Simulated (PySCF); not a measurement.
Two species compared at the same levels of theory.

First species: C₆H₈.
Geometry (PBE0-D3(BJ)/def2-SVP, Å), atoms numbered from 1 in this order:
```xyz
14
C6H8 angstrom
C      2.2997    1.3834    0.0932
C      1.5018    0.5236    0.4007
C      0.5570   -0.4927    0.7746
C      0.0204   -1.4604   -0.2590
C     -0.8873   -0.4214    0.3119
C     -1.3753    0.7303   -0.5218
H      3.0093    2.1428   -0.1768
H      0.7175   -0.9017    1.7778
H      0.3676   -1.3205   -1.2862
H     -0.1010   -2.5028    0.0455
H     -1.6039   -0.7799    1.0587
H     -0.6044    1.0602   -1.2333
H     -1.6345    1.5946    0.1091
H     -2.2716    0.4460   -1.0947
```

Second species: C7H7N3.
Numbering: `[N:1]#[C:2][c:3]1[cH:4][cH:5][n:6][n:7]1[CH:8]1[CH2:9][CH2:10]1` (hydrogens: H11 on C4; H12 on C5; H13 on C8; H14, H15 on C9; H16, H17 on C10)

Structure used (PBE0-D3(BJ)/def2-SVP), in Å, numbered top down from 1:
```xyz
17
C7H7N3 angstrom
N      0.8001    3.0287    1.7036
C      1.0259    2.0662    1.0964
C      1.2951    0.8882    0.3565
C      2.4898    0.3848   -0.1498
C      2.1102   -0.8086   -0.7810
N      0.8011   -1.0222   -0.6683
N      0.3194   -0.0043    0.0154
C     -1.0818    0.1071    0.3008
C     -1.8995   -1.1372    0.4226
C     -2.0716   -0.2407   -0.7675
H      3.4754    0.8330   -0.0598
H      2.7348   -1.5256   -1.3112
H     -1.2826    0.9502    0.9647
H     -2.6740   -1.1587    1.1931
H     -1.3656   -2.0765    0.2602
H     -2.9689    0.3771   -0.8517
H     -1.6487   -0.5906   -1.7126
```

Levels: PBE0/def2-SVPD for dipole moment, HOMO energy, LUMO energy, HOMO–LUMO gap, static isotropic polarisability and electronic spatial extent ⟨r²⟩ about the centre of nuclear charge; TDDFT PBE0/def2-SVPD for lowest singlet excitation; TDA PBE0/def2-SVPD for lowest triplet excitation (Tamm–Dancoff); ΔSCF PBE0/def2-SVPD for vertical ionisation energy; PBE0-D3(BJ)/def2-SVP for rotational constant A and rotational constant C. Geometries: PBE0-D3(BJ)/def2-SVP. Each structure is a single optimised conformer of the isolated species, non-relativistic unless stated; the electronic structure was computed with PySCF and density fitting.

The conformers computed, where there is a choice (atom-mapped SMILES and torsion angles):
- `[N:1]#[C:2][c:3]1[cH:4][cH:5][n:6][n:7]1[CH:8]1[CH2:9][CH2:10]1`: N6–N7–C8–C9 29°

(1) Which of the two has the higher LUMO energy, and by how much?

(2) Which of the two has the higher static isotropic polarisability, and by how much?

(3) Which of the two has the higher rotational constant A, and by how much?

(4) Which of the two has the higher HOMO energy, and by how much?

(5) Which has the higher HOMO–LUMO gap?

(6) Which has the higher ⟨r²⟩?

(7) Which has the higher vertical ionisation energy?

(8) Which has the higher T1 energy?

Results:

(1) The first: 0.63 eV against -1.30 eV, a difference of 1.93 eV.

(2) The second: 98.1 au against 69.0 au, a difference of 29.1 au.

(3) The first: 6.078 GHz against 1.955 GHz, a difference of 4.123 GHz.

(4) The first: -7.14 eV against -7.54 eV, a difference of 0.40 eV.

(5) The first: 7.77 eV against 6.24 eV, a difference of 1.53 eV.

(6) The second: 1373 bohr² against 603 bohr², a difference of 770 bohr².

(7) The second: 9.27 eV against 9.17 eV, a difference of 0.10 eV.

(8) The first: 5.11 eV against 4.00 eV, a difference of 1.11 eV.

On the first: In wavenumbers S1 is 49300 cm⁻¹ (1 eV = 8065.54 cm⁻¹).

On the second: The principal polarisabilities are 66.5, 111.2 and 116.7 au; their mean is the isotropic value. The vertical singlet–triplet gap S1 − T1 is 1.41 eV (TDDFT singlet less Tamm–Dancoff triplet; S1: HOMO→LUMO, weight 0.94; T1: HOMO−1→LUMO, weight 0.84).
